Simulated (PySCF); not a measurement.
## Orbital picture of H₂

RHF at R = 0.762 Å; PySCF, spin-free X2C with a Gaussian nucleus, basis sets H jorge-DZP-DKH. State: ¹Σg⁺ (singlet), closed shell. Only the outer orbitals are listed.

```tsv
orbital	occ.	ε (eV)	main shells (%)
σg	2	-15.95	99 s
σu	0	4.94	100 s
σg	0	12.07	100 s
σu	0	24.60	74 s, 26 p
```

Problem. Which are the highest filled and the lowest empty level, where do they sit, and how wide is the gap?

Solution. Highest filled σg at -15.95 eV (in %: 99 s); lowest empty σu at 4.94 eV (in %: 100 s); the gap at RHF is 20.89 eV. An empty level above zero is unbound, and its energy depends on the basis.

| Property | Result |
| --- | --- |
| bond order (Mayer) | 1.00 |
| ⟨S²⟩ | 0.000 |
| polarisability along the bond | 6.9 bohr³ |
| polarisability across the bond | 1.0 bohr³ |
